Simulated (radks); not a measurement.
Results of a calculation; reference values are marked as such.
Ionisation of neutral xenon, [Xe], to Xe+, [Kr] 4d10 5s2 5p5, under several functionals. Dirac Kohn-Sham, spin-unpolarised, spherical densities, point nucleus; open shells fill j = l - 1/2 first; a radial shooting solver on a logarithmic mesh with Libxc functionals.

functional,E(Xe) (hartree),Exc (hartree),IE (eV),-e(HOMO) (eV),<r> HOMO (bohr),IE error (eV)
AM05,-7444.57194,-181.45334,12.083,7.820,2.347,-0.047
PBE,-7450.27001,-187.21599,12.110,7.855,2.353,-0.020
"LDA (Slater exchange, VWN5 correlation)",-7444.34784,-181.22196,12.260,7.995,2.351,+0.130

NIST Atomic Spectra Database: 12.130 eV (measured). Closest: PBE. The Delta-SCF values span 0.18 eV, the total energies 5.92 hartree. The highest occupied level is 5p3/2. Spin polarisation and multiplet splitting are left out, so open shells lie too high by an amount that depends on their filling.

Beside tabulated values, note that spin-unpolarised runs miss the spin-polarisation part of the exchange energy of open shells.
